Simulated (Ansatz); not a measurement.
CH₆AlGaOSi (`C[SiH2][Al]1[O][GaH]1`). Total charge 0; spin multiplicity 1.

Cartesian coordinates in Å:
```
C 1.7450 1.1224 0.8423
Si 1.2098 -0.5030 0.0661
Al -1.1907 -0.5314 -0.4713
O -2.2745 -1.4864 -1.3774
Ga -3.5124 -0.2148 -0.7336
H 1.1898 1.3168 1.7622
H 2.8096 1.0971 1.0849
H 1.5710 1.9573 0.1603
H 1.4843 -1.6328 1.0019
H 1.9869 -0.7630 -1.1805
H -5.0188 -0.3624 -1.1548
```

What are the harmonic wavenumbers in cm⁻¹ at PBE0-D4/def2-TZVP (Ansatz, finite differences of forces, unscaled)? (An estimate is asked.)

Computed: 9, 60, 91, 163, 175, 231, 374, 398, 402, 512, 568, 586, 656, 704, 847, 877, 888, 926, 1277, 1451, 1452, 1926, 2189, 2197, 3055, 3141, 3142.
